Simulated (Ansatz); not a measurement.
lead atom (Pb), triplet (core potentials on Pb); B3LYP/def2-SVP (Ansatz, an electronic-structure program).

Here is a job for Ansatz.
Ansatz 0.2 input:
```yaml
crystal:
  periodic: [false, false, false]
  atoms:
    - {symbol: Pb, position_ang: [0.00000000, 0.00000000, 0.00000000]}
basis:
  gaussian:
    orbitals: def2-SVP
hamiltonian:
  xc: b3lyp
magnetization: {spin_polarized: true, initial_magnetization: 2}
```

Task: Predict the main parts of the log of this Ansatz run.

Result: 
```
Functional definition: B3LYP
152 factors; integrals over basis functions are off by at most 1.5e-4 eV
mean field evaluation 1: about -5249.0755 eV, gradient 1.9e0 eV
mean field evaluation 2: about -5249.1061 eV, gradient 1.0e0 eV
mean field evaluation 4: about -5249.1110 eV, gradient 1.6e-1 eV
mean field evaluation 8: about -5249.1112 eV, gradient 8.7e-6 eV
mean field evaluation 16: about -5249.0687 eV, gradient 2.0e0 eV
mean field -5249.11115713 eV, -192.9012770491 hartree, gradient 8.5e-6 eV, S^2 2.001617; 1 other end points of the search recorded, 0 dependent functions left out
reference -5249.11129554 eV, -192.9012821355 hartree; 12, 10 occupied and 14, 16 virtual orbitals, 152 factors
Total energy: -5249.11129554 eV, -192.9012821355 hartree
```
